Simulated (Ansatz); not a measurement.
Gas-phase electronic energies from Ansatz, PBE0-D4/def2-TZVP geometries. CBS: MP2 limit from def2 TZ/QZ plus the TZ coupled-cluster correction, frozen cores. This one scheme is used for every species. DFT in def2-TZVPP. def2 core potentials past Kr. For In outer-core shells are correlated without core-valence functions, which leaves a few kJ/mol of doubt a bond. Each species was taken in one conformer, which may not be the lowest.

Reaction (formal exchange of groups at the In–C bond): `Cl[CH](Cl)[InH2]` + `CCCCCl` → `CCC[CH](Cl)[InH2]` + `ClCCl`

```json
{"level": "ωB97X-V", "ΔE (kJ/mol)": "8.5"}
{"level": "MP2/def2-QZVPP", "ΔE (kJ/mol)": "2.7"}
```

What does CCSD(T)/CBS give? (An estimate is asked.)

Computed: +3.1 kJ/mol. The listed levels differ from it by 5.4, -0.4 kJ/mol.

Largest T1 diagnostic among the species: 0.013.

Leaving LDA and LC-ωPBE aside and taking each functional with its dispersion term where it has one, the values, not all of them listed here, spread over 4.8 kJ/mol, from revPBE-D4 to B2PLYP. LDA lies −7.4 kJ/mol from PBE without D4. At CCSD(T), def2-SVP lies +7.1 kJ/mol from the extrapolated value and def2-TZVPP +1.9 kJ/mol.
